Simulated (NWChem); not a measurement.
Molecule: GaHF2; SMILES [F][GaH][F]

Results from NWChem. Pople sets run with spherical d functions. Structure relaxed at the B3LYP/6-31G* (spherical d) level.

Problem. Among these, which level gives the highest value of “dipole (D)”?
(A) TPSS/6-31G*
(B) TPSS/3-21G
(C) TPSS/6-311G**

Solution. C, TPSS/6-311G**. Values: TPSS/3-21G 1.78; TPSS/6-31G* 2.11; TPSS/6-311G** 2.31
